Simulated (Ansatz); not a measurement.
The lowest singlet and triplet of H2Sn (SMILES [SnH2]); geometries from B3LYP-D3(BJ)/def2-TZVP, each state relaxed from the structure named, with no frequency check.
Singlet (charge 0, multiplicity 1):
| atom | x (Å) | y (Å) | z (Å) |
|---|---|---|---|
| Sn | -0.0001 | 0.0482 | 0.0000 |
| H | -1.2620 | -1.2082 | 0.0000 |
| H | 1.2686 | -1.2013 | 0.0000 |

A positive gap puts the triplet lower; no zero-point energy. R- takes a restricted singlet. U- takes an unrestricted singlet (broken symmetry where lower, unprojected). The triplet is unrestricted in single-reference levels. Active spaces average the two states.

Frozen-core correlation. Filled d and f shells under p-block atoms count as core.

The values were computed with Ansatz (Gaussian orbitals). Values without a source in brackets are computed. In def2 rows elements past Kr take small-core potentials, without spin–orbit coupling.

Task: What is the computed gap E(singlet) − E(triplet), vertical, at the singlet's geometry (U-CCSD/def2-SVP (spin-contaminated))?

Result: -31.8 kcal/mol

Task: What gap E(singlet) − E(triplet), vertical, at the singlet's geometry does FIC-MRCISD+Q on SA-CASSCF(6,6)/def2-QZVPP give?

Result: -34.0 kcal/mol

Task: Give the gap E(singlet) − E(triplet), vertical, at the singlet's geometry at the level R-BHLYP/def2-TZVPP.

Result: -36.5 kcal/mol

Doubts at one or more of the structures used: T1 above 0.05 (U-CCSD/def2-SVP (spin-contaminated)).

Ansatz is a quantum-chemistry and plane-wave program.
